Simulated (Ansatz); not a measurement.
CH₆BNSZn (`B[S][Zn][CH2]N`) at its PBE0-D4/def2-TZVP geometry, where that method's forces vanish. Charge 0, multiplicity 1.

```xyz
11

B    -1.3537   -1.8256   -1.5062
S    -1.0511   -0.4654   -2.6019
Zn   -0.2509    0.6496   -0.8762
C     0.5122    1.4535    0.7602
N     1.3287    0.5902    1.6113
H    -1.8349   -2.8310   -1.9359
H    -1.0865   -1.7687   -0.3308
H     1.1080    2.3228    0.4713
H    -0.3114    1.8528    1.3574
H     0.8052   -0.2120    1.9359
H     2.1345    0.2338    1.1149
```

**Question.** What forces (eV/Å) does PBE-D4/def2-TZVPP give on these atoms in Ansatz? (An estimate is asked.)

**Answer.** Ansatz gave: 
```
B1   0.011 -0.015  0.073
S2  -0.027  0.035 -0.247
Zn3 -0.010  0.070  0.004
C4  -0.004 -0.025 -0.012
N5   0.024  0.236  0.168
H6  -0.057 -0.111 -0.061
H7   0.023 -0.001  0.116
H8   0.105  0.157 -0.094
H9  -0.182  0.063  0.088
H10 -0.168 -0.281  0.122
H11  0.285 -0.130 -0.157
```
